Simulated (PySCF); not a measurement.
## Telling isomers of C8H11FO apart by NMR

- structure optimised with GFN2-xTB
- σ from GIAO-PBE0/pcSseg-1
- run in PySCF 2.14.0 with density-fitted response routines
- non-relativistic Hamiltonian, a single conformation, one averaged value for each set of equivalent atoms, in vacuum

Referencing at the same level of theory: TMS for ¹H (σref 31.72) and ¹³C (σref 186.93). Splittings of carbon signals by F and P are missing where no couplings were computed. Where no couplings were computed, multiplicities follow the n + 1 count of equivalent neighbours, and m marks all less simple cases (inequivalent or close neighbours, rings, F or P nearby). Shifts are as computed. Against solution values, carbons near 30 ppm lie about +3 ppm off and those near 130 ppm about +5 ppm. Of 1211 compounds with measured shifts, 218 miss one by over three times the rms of a fit or turn the order of signals round; such compounds aren't used in these exercises.

(1) Tabulate the signals of `C=C(C)C1=C[C@@H](F)COC1`, `C=C[C@@]1(C(=O)F)CC[C@H]1C` and their relative energies.

(2) What is the quickest way to tell C=C(C)C1=C[C@@H](F)COC1 from C=C[C@@]1(C(=O)F)CC[C@H]1C?

## Answers

(1) 
| SMILES | carbon types | δC | δH | E rel. (kcal/mol) |
| --- | --- | --- | --- | --- |
| C=C(C)C1=C[C@@H](F)COC1 | 2×C 2×CH 3×CH2 1×CH3 | 148.6, 146.4, 131.7, 118.1, 87.1, 71.2, 70.4, 24.0 | 6.25 (m, 1H), 5.48 (m, 1H), 5.31 (br s, 1H), 5.04 (br s, 1H), 4.49 (m, 1H), 4.40 (m, 1H), 4.39 (m, 1H), 3.50 (m, 1H), 2.05 (s, 3H) | 10.8 |
| C=C[C@@]1(C(=O)F)CC[C@H]1C | 2×C 2×CH 3×CH2 1×CH3 | 174.8, 146.0, 129.6, 52.8, 37.5, 31.5, 24.6, 18.6 | 6.30 (m, 1H), 5.85 (m, 1H), 5.79 (m, 1H), 3.06 (m, 1H), 2.84 (m, 1H), 2.49 (m, 1H), 2.29 (m, 1H), 1.37 (m, 1H), 1.22 (d, 3H) | 0.0 |

Energies are electronic energies at PBE0/pcSseg-1 on these geometries, without zero-point or thermal terms, each for the one conformer computed, which needn't be the lowest.

(2) Both give the same number of carbon signals, with the same numbers of each carbon type, so the positions decide. The first has an allylic sp3 CH bonded to F at 87.1 ppm, the second a quaternary sp3 carbon α to a carbonyl (C) at 52.8 ppm. Their most deshielded carbons lie at 148.6 and 174.8 ppm.
